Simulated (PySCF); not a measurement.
Z-matrix (Å, degrees):
```
Br
```
Charge 0, spin multiplicity 2.

### Question
Give the highest occupied spin orbital, total energy and dipole moment at the level TPSSh-D3(BJ)/def2-TZVP run with PySCF.

### Answer

```json
{
 "highest_occupied_spin_orbital": "-8.08 eV",
 "total_energy": "-2574.0232 Ha",
 "dipole_moment": "0.00 D"
}
```
